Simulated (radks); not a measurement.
Results of a calculation; reference values are marked as such.
Neutral silicon inside a hard spherical wall (all orbitals vanish at R), configuration held at [Ne] 3s2 3p2 and not refilled when levels cross. Level of theory: non-relativistic Kohn-Sham, PBE, spin-polarised, spherical densities, point nucleus; open shells are filled with parallel spins first (a radial shooting solver on a logarithmic mesh with Libxc functionals). Eigenvalues in eV for spin up, with the zero of energy where the potential of the charges vanishes at infinity; a dash marks a level that is unbound or too diffuse for the functional's potential to be trusted. A positive occupied level is held by the wall or, in an anion where self-interaction has pushed it up, behind a barrier. The pressure on the wall is -dE/dV.

| R (bohr) | E (hartree) | kinetic (hartree) | e(2s) | e(2p) | e(3s) | e(3p) | e(4s, empty) | e(4p, empty) | pressure (GPa) |
|---|---|---|---|---|---|---|---|---|---|
| free | -289.23200 | 288.805 | -138.65 | -95.427 | -11.331 | -4.630 | - | - | 0 |
| 20 | -289.23200 | 288.805 | -138.65 | -95.427 | -11.331 | -4.630 | - | - | < 0.0001 |
| 12 | -289.23198 | 288.805 | -138.65 | -95.423 | -11.328 | -4.627 | -0.198 | 1.038 | 0.000479 |
| 7 | -289.22390 | 288.862 | -138.16 | -94.934 | -11.004 | -4.259 | 3.258 | 6.382 | 0.452 |
| 6 | -289.20551 | 288.967 | -137.45 | -94.223 | -10.554 | -3.701 | 6.389 | 10.460 | 2.08 |
| 5 | -289.14093 | 289.284 | -135.72 | -92.481 | -9.424 | -2.256 | 13.037 | 18.408 | 10.8 |
| 2.5 | -286.22941 | 297.953 | -112.12 | -68.701 | 17.970 | 29.881 | 122.85 | 130.41 | 1830 |
| 2 | -282.10319 | 308.073 | -96.491 | -52.669 | 51.680 | 65.335 | 228.91 | 230.57 | 7750 |
